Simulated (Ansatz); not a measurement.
`[F][GeH]([F])[GeH3]` + `CNBF` → `C[N]([GeH3])BF` + `[F][GeH2][F]` at 700 K and 1 bar (cleavage of the Ge–Ge bond).

Calculated with Ansatz (gas phase, PBE0-D4/def2-TZVP geometries, no zero-point term in ΔE). CCSD(T)/CBS adds triple-zeta CCSD(T) − MP2 to the extrapolated MP2 energy (def2 sets, frozen cores). This one scheme is used for every species. For Ge outer-core shells are correlated without core-valence functions, which leaves a few kJ/mol of doubt a bond. Scalar relativity is left out up to krypton. Each species was taken in one conformer, which may not be the lowest.

```json
{"species": "`[F][GeH]([F])[GeH3]`", "CCSD(T)/CBS energy (Eh)": "-4354.28742", "H − E (kJ/mol)": "167.4", "S (J/(mol·K))": "468.9"}
{"species": "`CNBF`", "CCSD(T)/CBS energy (Eh)": "-220.44549", "H − E (kJ/mol)": "244.2", "S (J/(mol·K))": "376.6"}
{"species": "`C[N]([GeH3])BF`", "CCSD(T)/CBS energy (Eh)": "-2297.75856", "H − E (kJ/mol)": "305.4", "S (J/(mol·K))": "488.9"}
{"species": "`[F][GeH2][F]`", "CCSD(T)/CBS energy (Eh)": "-2276.96403", "H − E (kJ/mol)": "97.5", "S (J/(mol·K))": "340.8"}
```

H − E and S are ideal-gas, rigid-rotor, harmonic terms from PBE0-D4/def2-TZVP, for one conformer and one mirror image of each species. 1 Eh = 2625.50 kJ/mol, R = 8.31446 J/(mol·K).

Problem. By hand: ΔE, ΔH, ΔS and ΔG.

Solution. ΔE = (-2297.75856) + (-2276.96403) − (-4354.28742) − (-220.44549) = 0.01032 Eh = 27.1 kJ/mol. Δ(H − E) = 305.4 + 97.5 − 167.4 − 244.2 = -8.7, so ΔH = 18.4 kJ/mol. ΔS = 488.9 + 340.8 − 468.9 − 376.6 = -15.8 J/(mol·K). ΔG = 18.4 − 700 × (-15.8)/1000 = 29.5 kJ/mol.

Problem. By hand: the equilibrium constant, and the temperature at which ΔG would vanish if ΔH and ΔS stayed fixed.

Solution. log₁₀ K = −ΔG/(RT ln 10) = -2.2. ΔH and −TΔS have one sign here, so there is no such temperature.

TΔS isn't small against ΔH here. A doubt of 5 kJ/mol in ΔE shifts log₁₀ K by 0.4 here. Other conformers and mirror images would add mixing entropy, several J/(mol·K) or more a flexible species. Modes under 60 cm⁻¹, often nearly free rotors, make the harmonic entropy too high. These are equilibria of isolated gas molecules and say nothing of rates. Largest T1 diagnostic: 0.012 (customary marks: 0.02 for closed shells, 0.045 for open ones).
